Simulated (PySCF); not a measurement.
SMILES C(COC)B(O)O (C₃H₉BO₃), singlet at its GFN2-xTB optimised geometry (Å):

```
16

C      1.8326    -0.5850     0.0000
O      0.4287    -0.5850     0.0000
C     -0.1285     0.7188     0.0000
C     -1.6536     0.6195    -0.0145
B     -2.2301    -0.1927    -1.2776
O     -1.5761    -1.2486    -1.8163
O     -3.4127     0.1904    -1.8057
H      2.2301    -0.0888    -0.8944
H      2.2289    -0.0766     0.8872
H      2.1469    -1.6269     0.0093
H      0.2252     1.2669    -0.8875
H      0.2184     1.2623     0.8930
H     -1.9679     0.1133     0.9004
H     -2.0651     1.6269     0.0231
H     -0.7457    -1.4410    -1.3694
H     -3.7024    -0.3554    -2.5384
```

Level of theory: CAM-B3LYP/def2-TZVP (PySCF).

Map of the electron localisation function on the plane z = 1.0 Å:

```
|                               |
|                               |
|                               |
|                               |
|                               |
|                               |
|      .--:     .-:.            |
|     .=**+.   -#%%+:           |
|     :+##*:  .#@@@%+           |
|     :=**+:  -@@@@@#.          |
|     .:===:  =@@@@@*           |
|      .---:..=@@@@@-  .--:     |
|     .-+**=:.=%@@@#  .#%%#-    |
|     -#%@@%-.:+%#+. .#@@@@#.   |
|    .*@@@@@+..::.   =@@@@@%-   |
|    :#@@@@@*.  ...  *@@@@@%-   |
|    .*@@@@@=  .-+=..+@@@@@#:   |
|     =%@@@%.  -*#*-.-%@@%#-    |
|     .=#%#-   +##*-.:+**=:     |
|       .:.   .+##+. .-=-:      |
|             .=++-  .-==:.     |
|              :-:   .+**=:     |
|                    .+##*-     |
|                    .+##+:     |
|                     :=-.      |
|                               |
|                               |
|                               |
|                               |
|                               |
|                               |
```
Scale: ten equal steps from 0.000 (start of ' ') to 1.000 (end of '@'), in the order ' .:-=+*#%@'; x runs from -4.50 to 4.50, y from -4.50 (bottom) to 4.50 (top).
